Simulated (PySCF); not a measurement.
## Atomic charges against the basis set

C2H8BNO.
Structure used (PBE0-D3(BJ)/def2-SVP), in Å, numbered top down from 1:
```xyz
13
C2H8BNO angstrom
N      1.7056    0.1553   -0.2166
B      0.2982    0.2371    0.6593
C     -0.9715    0.6199   -0.2802
C     -1.3321   -0.8413    0.0366
O     -0.1663   -1.1331    0.7998
H      2.1162    1.0742   -0.3880
H      1.5416   -0.3072   -1.1125
H      2.3780   -0.4082    0.3060
H      0.6255    0.8691    1.6632
H     -0.7953    0.8262   -1.3496
H     -1.6833    1.3660    0.0995
H     -1.4329   -1.5131   -0.8396
H     -2.2514   -0.9565    0.6419
```

PBE0 throughout (PySCF), one geometry, spherical d and f functions. Isolated species at its PBE0-D3(BJ)/def2-SVP geometry, gas phase. Atoms taken as equivalent share a column and are averaged. The first 7 of 11 kinds of atom are listed.

Mulliken charges (e):

```
        basis  functions      N1      B2      C3      C4      O5  H6/H7/H8      H9
       STO-3G         33  -0.415  +0.207  -0.268  -0.060  -0.312    +0.260  -0.115
        6-31G         61  -0.874  +0.574  -0.570  -0.094  -0.608    +0.371  -0.100
     pcSseg-0         61  -0.812  +0.663  -0.875  -0.132  -0.709    +0.356  -0.047
       6-31G*         86  -0.889  +0.440  -0.558  -0.072  -0.544    +0.387  -0.091
      cc-pVDZ        110  +0.055  -0.001  -0.188  +0.130  -0.320    +0.132  -0.114
     def2-SVP        110  -0.016  -0.036  -0.217  +0.187  -0.360    +0.158  -0.106
6-311+G(2d,p)        183  -0.655  +0.514  -0.406  -0.140  -0.579    +0.309  -0.049
  aug-cc-pVDZ        187  -0.024  -0.207  +0.602  +0.981  -0.730    +0.089  +0.559
    def2-TZVP        203  -0.423  +0.083  -0.426  +0.039  -0.392    +0.281  -0.053
     IGLO-III        255  -0.561  +0.456  -0.463  +0.022  -0.544    +0.293  -0.120
      cc-pVTZ        262  -0.015  +0.024  -0.338  +0.053  -0.345    +0.157  -0.093
```

IAO charges (e):

```
        basis  functions      N1      B2      C3      C4      O5  H6/H7/H8      H9
       STO-3G         33  -0.380  +0.077  -0.411  -0.130  -0.345    +0.270  -0.048
        6-31G         61  -0.463  +0.144  -0.459  -0.065  -0.511    +0.300  -0.049
     pcSseg-0         61  -0.432  +0.133  -0.461  -0.059  -0.504    +0.292  -0.054
       6-31G*         86  -0.448  +0.166  -0.448  -0.024  -0.522    +0.293  -0.060
      cc-pVDZ        110  -0.441  +0.151  -0.448  -0.023  -0.518    +0.292  -0.057
     def2-SVP        110  -0.432  +0.152  -0.443  -0.017  -0.522    +0.290  -0.061
6-311+G(2d,p)        183  -0.464  +0.161  -0.462  -0.029  -0.542    +0.299  -0.054
  aug-cc-pVDZ        187  -0.460  +0.157  -0.460  -0.028  -0.539    +0.298  -0.054
    def2-TZVP        203  -0.465  +0.164  -0.463  -0.026  -0.541    +0.299  -0.055
     IGLO-III        255  -0.466  +0.163  -0.464  -0.029  -0.542    +0.300  -0.054
      cc-pVTZ        262  -0.465  +0.163  -0.463  -0.028  -0.537    +0.299  -0.056
```

Hirshfeld charges (e):

| basis | functions | N1 | B2 | C3 | C4 | O5 | H6/H7/H8 | H9 |
| --- | --- | --- | --- | --- | --- | --- | --- | --- |
| STO-3G | 33 | +0.002 | +0.044 | -0.134 | +0.037 | -0.244 | +0.149 | -0.128 |
| 6-31G | 61 | -0.059 | +0.055 | -0.167 | +0.007 | -0.287 | +0.162 | -0.114 |
| pcSseg-0 | 61 | -0.059 | +0.051 | -0.174 | +0.005 | -0.270 | +0.163 | -0.120 |
| 6-31G* | 86 | -0.061 | +0.051 | -0.167 | +0.005 | -0.272 | +0.161 | -0.116 |
| cc-pVDZ | 110 | -0.078 | +0.057 | -0.178 | -0.006 | -0.249 | +0.165 | -0.118 |
| def2-SVP | 110 | -0.078 | +0.055 | -0.180 | -0.004 | -0.258 | +0.167 | -0.118 |
| 6-311+G(2d,p) | 183 | -0.097 | +0.073 | -0.181 | -0.013 | -0.270 | +0.165 | -0.106 |
| aug-cc-pVDZ | 187 | -0.104 | +0.073 | -0.185 | -0.017 | -0.263 | +0.165 | -0.104 |
| def2-TZVP | 203 | -0.098 | +0.070 | -0.182 | -0.014 | -0.265 | +0.166 | -0.108 |
| IGLO-III | 255 | -0.105 | +0.072 | -0.184 | -0.017 | -0.264 | +0.167 | -0.105 |
| cc-pVTZ | 262 | -0.099 | +0.069 | -0.182 | -0.013 | -0.260 | +0.167 | -0.111 |

Some averages cover members that differ in this geometry, most widely: H6/H7/H8, Mulliken in aug-cc-pVDZ +0.071 to +0.107 e.

Which scheme is steadiest as the basis changes?

Largest range over the bases for any column: Hirshfeld 0.11 e, IAO 0.20 e, Mulliken 1.48 e. Hirshfeld charges move least and Mulliken charges most, counted in e. Without the minimal STO-3G basis the ranges are Hirshfeld 0.05, IAO 0.05, Mulliken 1.48 e.

How much do the charges still move between the two largest bases, IGLO-III and cc-pVTZ?

At most, over all atoms: Mulliken 0.546 e, IAO 0.005 e, Hirshfeld 0.006 e.

What do the same runs give for the total energy, the frontier levels and the dipole moment?

```
        basis  energy (Eh)  HOMO (eV)  LUMO (eV)  μ (D)
       STO-3G    -232.6064      -2.44       7.94   5.90
        6-31G    -235.5183      -6.04       1.19   5.56
     pcSseg-0    -235.0510      -6.22       0.84   5.53
       6-31G*    -235.5857      -6.08       1.32   5.31
      cc-pVDZ    -235.6080      -6.19       0.73   5.25
     def2-SVP    -235.4261      -6.25       0.70   5.33
6-311+G(2d,p)    -235.6707      -6.48      -0.59   5.14
  aug-cc-pVDZ    -235.6282      -6.46      -0.76   5.10
    def2-TZVP    -235.6883      -6.44       0.09   5.16
     IGLO-III    -235.6966      -6.47      -0.23   5.13
      cc-pVTZ    -235.6833      -6.41       0.18   5.14
```

The dipole is fixed by the density alone, so its range of 0.80 D shows that the density itself changes with the basis, not only its division among atoms.
